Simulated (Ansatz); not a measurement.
Reaction (cleavage of the Ge–Sn bond): `[Cl][SnH2][GeH3]` + `[NH2][GeH3]` → `[GeH3][NH][GeH3]` + `[Cl][SnH3]`

Gas-phase electronic energies from Ansatz, PBE0-D4/def2-TZVP geometries. CBS: MP2 limit from def2 TZ/QZ plus the TZ coupled-cluster correction, frozen cores. DFT in def2-TZVPP. def2 core potentials past Kr. For Ge, Sn outer-core shells are correlated without core-valence functions, which leaves a few kJ/mol of doubt a bond. Scalar relativity is left out up to krypton.

| level | ΔE (kcal/mol) |
| --- | --- |
| PBE-D4 | 13.1 |
| revPBE-D4 | 12.0 |
| r2SCANh-D4 | 11.4 |
| CAM-B3LYP-D4 | 9.7 |
| ωB97M-V | 10.3 |
| PBE-QIDH | 10.2 |
| PBE0 | 12.4 |
| MP2/def2-TZVPP | 8.8 |

**Question.** What does CCSD(T)/CBS give? (Estimate.)

**Answer.** Computed: +10.8 kcal/mol. The listed levels differ from it by 2.3, 1.2, 0.6, -1.1, -0.5, -0.6, 1.6, -2.0 kcal/mol.

Largest T1 diagnostic among the species: 0.012.

Leaving LDA and LC-ωPBE aside and taking each functional with its dispersion term where it has one, the values, not all of them listed here, spread over 5.2 kcal/mol, from B97M-V to PBE-D4. LDA lies −1.0 kcal/mol from PBE without D4. In def2-TZVPP, CCSD(T) changes the Hartree–Fock value by +1.3 kcal/mol (the triples alone add −0.0 kcal/mol) and MP2 by +1.6 kcal/mol.
